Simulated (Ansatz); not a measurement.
Stepwise reaction of `C[NH][GeH3]` with hydrogen chloride, as a gas-phase model of exchange steps in deposition or etching. ΔE in kJ/mol; ΔG adds harmonic PBE0-D4 terms to CCSD(T)/CBS, at 1 bar.

Gas-phase electronic energies from Ansatz, PBE0-D4/def2-TZVP geometries. CCSD(T)/CBS adds triple-zeta CCSD(T) − MP2 to the extrapolated MP2 energy (def2 sets, frozen cores). This one scheme is used for every species. DFT in def2-TZVPP. B3LYP here is the variant with VWN-RPA as its local correlation; programs differ in this. For Ge outer-core shells are correlated without core-valence functions, which leaves a few kJ/mol of doubt a bond. Scalar relativity is left out up to krypton. One conformer a species, not always the lowest.

| step | reaction | PBE-D4 | B3LYP-D4 | ωB97M-V | CCSD(T)/CBS | ΔG(400 K) |
| --- | --- | --- | --- | --- | --- | --- |
| 2 | `C[NH][GeH2][Cl]` + HCl → `C[NH][GeH]([Cl])[Cl]` + H₂ | -58.4 | -58.3 | -57.6 | -56.1 | -52.7 |

(1) Give the row of step 1, `C[NH][GeH3]` + HCl → `C[NH][GeH2][Cl]` + H₂. (Best estimate.)

(2) By hand: ΔE of the 2 steps together at CCSD(T)/CBS.

## Answers

(1) Computed: 
```tsv
step	reaction	PBE-D4	B3LYP-D4	ωB97M-V	CCSD(T)/CBS	ΔG(400 K)
1	`C[NH][GeH3]` + HCl → `C[NH][GeH2][Cl]` + H₂	-75.7	-76.1	-74.7	-73.6	-67.5
```

(2) (-73.6) + (-56.1) = -129.7 kJ/mol, or -64.8 kJ/mol a step.

In ΔE each step is higher than the one before. All are downhill at CCSD(T)/CBS. ΔG lies between -67.5 and -52.7 kJ/mol a step. PBE-D4 differs from CCSD(T)/CBS by -2.3 to -2.1 kJ/mol a step. Isolated molecules leave out the surface, adducts and barriers. Largest T1 diagnostic: 0.011.
